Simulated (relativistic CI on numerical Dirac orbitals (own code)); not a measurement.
**One change at a time: Cu15+**

Base calculation: Dirac-Coulomb-Breit CI, orbitals from a KLI potential per configuration, a model potential for QED, unscaled Slater integrals.

Configurations in the expansion (outside the closed core [Ne]): 3s²3p², 3s3p³, 3s²3p3d, 3p⁴, 3s3p²3d, 3p³3d, 3s3p3d², 3s²3p4s, 3s²3d4p, 3p³4s, 3s²3p4p, 3p³4p, 3s3p3d4s, 3s²3d², 3s3d³, 3p²3d², 3p3d³, 3p3d²4s, 3p3d²4p, 3s²3d4s, 3s3d²4s. Double excitations out of closed p, d and f shells are left out; levels of such configurations are missing from the list, as are those of other unlisted configurations, and high levels can miss mixing partners.

Variants: (1) P86 correlation estimate; (2) Breit term removed; (3) one mean potential for all configurations. Shifts of the energy above 3s²3p² ³P0, in cm⁻¹, for the lowest level and the first level of each name with at least 55 % of one term (blank where a level changes its place among those of its configuration and J or its character, or is not in the variant):

```
       Level    Base   Δ(1)   Δ(2)  Δ(3)
  3s²3p² ³P0       0      0      0     0
  3s²3p² ³P1   18245     +1   +577    +9
  3s²3p² ³P2   32865     +2   +921   +10
  3s²3p² ¹D2   74070     +4  +1242   +11
  3s²3p² ¹S0  127009    +28  +1121    +9
  3s3p³ ⁵S°2  271741  +1221   +486  +150
  3s3p³ ³D°1  360871  +1192   +429  +114
  3s3p³ ³D°2  361293  +1193   +508  +114
  3s3p³ ³D°3  367779  +1194   +973  +113
  3s3p³ ³P°0  414963  +1199   +614  +126
  3s3p³ ³P°1  416796  +1198   +815  +124
  3s3p³ ³P°2  418101  +1184   +955  +111
  3s3p³ ³S°1  519321  +1269   +387  +167
3s²3p3d ³F°2  530534   +860  +1483   -80
3s²3p3d ³F°3  542362   +854  +1987   -87
  3s3p³ ¹P°1  556535  +1220  +1157  +137
3s²3p3d ³F°4  560885   +855  +2648   -89
3s²3p3d ³P°0  625402   +903  +1843   -45
3s²3p3d ³D°3  634545   +907  +2253   -93
3s²3p3d ³D°2  636136   +919  +2180   -69
3s²3p3d ¹F°3  693619   +866  +2305  -100
3s²3p3d ¹P°1  711368   +920  +2037   -94
```

At this charge energies of transitions that change n are usually good to better than 1 %, and those within a shell (Δn = 0) to a few per cent.

Ionisation energy from the two ground configurations alone: base 516.698 eV; P86 correlation estimate 518.104 eV; Breit term removed 516.942 eV. The NIST ASD value (semi-empirical) is 518.7 eV.

LS names give the leading component of a level, which can be under half, so a name can repeat, a term be missing and a line seem to break the LS rules.
